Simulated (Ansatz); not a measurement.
In10N9H26, a nanocrystal cut from wurtzite InN (hydrogen-capped). Total charge 0; doublet. Geometry r2SCAN-D4/def2-SVP, that of the charge -1 singlet; atoms count from 1.

```xyz
45

In   -2.2124    3.0833   -0.8604
N    -2.2547    1.9516   -2.8353
In   -0.4179    3.0947    2.0491
N    -0.9606    1.5273    3.5517
N    -0.6642    1.9702    0.1860
In   -1.3177   -0.0508    0.5942
In   -0.9285    0.2045   -3.0943
N    -1.3553   -1.0583   -1.3942
In    0.4539   -0.2006    3.7022
N     0.1582   -1.1360    1.7441
In   -0.5695   -3.1219    2.2518
In   -0.1257   -2.8255   -1.5745
N    -0.6625   -4.0573    0.1784
In    1.1952    2.1193   -0.8442
N     1.0562    0.8939   -2.6532
N     2.5349    0.8877    0.4313
In    2.0871   -1.2491    0.8458
In    2.5862   -0.6963   -2.7537
N     1.8358   -2.0491   -1.1767
H    -3.8086    2.7865   -0.2294
H    -1.6160    4.6432   -1.3775
H    -3.2187    1.6505   -3.0064
H    -2.0634    2.6228   -3.5849
H    -1.6488    4.3320    2.1841
H     1.2795    3.4020    2.3474
H    -1.9137    1.1896    3.3810
H    -1.0084    1.9761    4.4714
H    -2.9384   -0.1546    1.2425
H    -1.2279   -0.4710   -4.6727
H    -2.3291   -1.3702   -1.5015
H    -0.1791   -1.2262    4.9717
H     2.0345    0.5478    3.7800
H    -2.2424   -3.1305    2.7370
H     0.6923   -4.0756    2.9967
H    -0.3467   -3.7966   -3.0046
H    -1.6100   -4.4200    0.0376
H    -0.0709   -4.8934    0.1853
H     1.9384    3.6492   -1.2084
H     1.3241    1.5227   -3.4214
H     2.5619    1.3540    1.3465
H     3.4891    0.9564    0.0645
H     3.4377   -2.0128    1.6322
H     2.4426   -1.5083   -4.2964
H     4.1021   -0.0138   -2.1939
H     2.4817   -2.8474   -1.2290
```

In the def2 sets In takes a core potential; there is no spin–orbit coupling. Single mean-field runs in def2-SVP are fitted with def2-universal-jkfit.

(1) Estimate the Mulliken populations of the heavy atoms from the PBE0/def2-SVP orbitals of Ansatz.

(2) Where does the spin sit?

(3) And the Mayer bond orders between heavy atoms (over 0.3)?

Results:

(1) 
```tsv
atom	charge (e)	spin (α − β)
In1	0.42	0.00
N2	-0.50	0.00
In3	0.46	-0.03
N4	-0.50	0.04
N5	-0.85	0.37
In6	0.68	-0.03
In7	0.61	0.00
N8	-0.72	0.01
In9	0.46	-0.03
N10	-0.85	0.37
In11	0.42	0.00
In12	0.61	0.00
N13	-0.50	0.00
In14	0.66	-0.03
N15	-0.71	0.01
N16	-0.50	0.04
In17	0.66	-0.03
In18	0.40	0.00
N19	-0.71	0.01
```
Mulliken values depend strongly on the basis.

(2) Summed by element: In -0.15, N 0.86, H 0.29, of 1 unpaired in all. Largest on single atoms: N5 0.37, N10 0.37, H34 0.07.

(3) In1–N2 0.57 (2.28 Å); In1–N5 0.56 (2.18 Å); N2–In7 0.61 (2.21 Å); In3–N4 0.59 (2.24 Å); In3–N5 0.62 (2.19 Å); N4–In9 0.59 (2.24 Å); N5–In6 0.59 (2.16 Å); N5–In14 0.67 (2.13 Å); In6–N8 0.63 (2.23 Å); In6–N10 0.59 (2.16 Å); In7–N8 0.68 (2.16 Å); In7–N15 0.72 (2.15 Å); N8–In12 0.68 (2.16 Å); In9–N10 0.62 (2.19 Å); N10–In11 0.56 (2.18 Å); N10–In17 0.67 (2.13 Å); In11–N13 0.57 (2.28 Å); In12–N13 0.61 (2.21 Å); In12–N19 0.72 (2.15 Å); In14–N15 0.68 (2.19 Å); In14–N16 0.60 (2.22 Å); N15–In18 0.61 (2.21 Å); N16–In17 0.60 (2.22 Å); In17–N19 0.68 (2.19 Å); In18–N19 0.61 (2.21 Å).
